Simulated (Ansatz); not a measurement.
```xyz
6

N     1.713   -1.406   -1.503
C     0.975   -0.805   -0.857
Sn   -0.345    0.283    0.303
F    -1.483    1.334   -0.761
F     0.566    1.438    1.471
F    -1.426   -0.845    1.347
```

Total charge 0; spin multiplicity 1. Sn: def2 effective core potential.

**Question.** List the CAM-B3LYP/def2-TZVPP orbital energies in eV (the Gaussian-basis code of Ansatz). (An estimate is asked.)

**Answer.** The calculation gave: Occupied: -674.24, -674.24, -674.24, -393.34, -281.17, -144.01, -98.93, -98.93, -98.93, -35.62, -35.62, -35.21, -33.05, -33.05, -32.96, -32.04, -32.04, -28.34, -19.15, -16.25, -15.40, -15.40, -14.32, -14.25, -14.25, -14.05, -14.05, -14.02, -13.02, -12.78, -12.78. Lowest empty: -2.08, -0.87, -0.87, 1.81, 2.17, 2.17, 2.32, 4.49.
